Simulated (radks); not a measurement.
Numerical settings for the iron ion Fe+, [Ar] 3d6 4s1. Method: non-relativistic Kohn-Sham, r2SCAN, spin-unpolarised, spherical densities, point nucleus; meta-GGA in the generalised Kohn-Sham scheme; computed with a radial shooting solver on a logarithmic mesh with Libxc functionals. The defaults (mesh step 0.008 in ln r, mesh end at 40 bohr or more with all orbitals vanishing there, Anderson mixing 0.5 over 9 steps, residual threshold near 1e-9 with the energy settled to 1e-9 hartree or 1e-11 of itself, here a cap of 96 iterations) give E = -1263.128 hartree and 4s at -12.068 eV in 13 iterations. Run on one thread of a shared host, so times are rough (Arm Neoverse N1): 0.11 s of CPU time, 0.11 s wall, 13 iterations on 2546 mesh points. Changes against that run (0 stands for a change within the tolerance of the run):

setting                    iterations         converged  E (mhartree)  e(4s) (meV)  CPU (s)
mesh step in ln r 0.03             13               yes       +0.0413            0     0.04
mesh step in ln r 0.012            13               yes             0            0     0.08
mesh step in ln r 0.12              2                no      diverged            -        0
mesh end (bohr) 5                  12               yes         +34.1    +1.27e+03     0.09
mesh end (bohr) 3                  11  level above zero          +705    +1.72e+04     0.07
residual threshold 1e-13           96                no             0            0     0.48
residual threshold 0.001           10               yes             0      -0.0819     0.09
mixing 1.5                         11               yes             0            0      0.1
linear mixing, mixing 0.2          63               yes             0      +0.0225     0.39
linear mixing, mixing 0.8          96                no     +3.23e+03    +2.15e+03     0.97
mixing history 20                  14               yes             0            0     0.12
iteration cap 5                     5                no         +2.99         +295     0.04

Settled on a wrong energy, with an occupied level pushed above zero by the early mesh end: mesh end (bohr) 3 (+0.705 hartree). Apart from these: settings that end as converged yet miss the energy by more than 1 mhartree: mesh end (bohr) 5 (+0.0341 hartree). A mesh that ends early acts as a hard wall.
